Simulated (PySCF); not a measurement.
Br: ionisation energy

Br [Ar] 3d10 4s2 4p5 (2P) → Br⁺ [Ar] 3d10 4s2 4p4 (3P), as a difference of total energies. All numbers are calculated (PySCF 2.14, the spin-free X2C one-electron Hamiltonian (Gaussian nucleus), in Sapporo-DKH3-DZP-2012 (6s5p3d1f, 43 functions)). Correlated levels: valence: [Ar] 3d10 frozen. The calculations carry no spin-orbit coupling.

| method | ionisation energy (eV) | error (eV) |
| --- | --- | --- |
| UHF | 10.727 | -1.117 |
| r2SCAN | 11.866 | +0.022 |
| PBE0 | 11.808 | -0.036 |
| MP2 (valence) | 11.346 | -0.498 |
| SCS-MP2 (valence) | 11.318 | -0.526 |
| CCSD (valence) | 11.302 | -0.542 |
| CCSD(T) (valence) | 11.313 | -0.531 |

Reference: 11.844 eV (measured; NIST levels, between the centres of gravity of the two terms).

Errors of the correlated levels include the incompleteness of this basis and the frozen core.
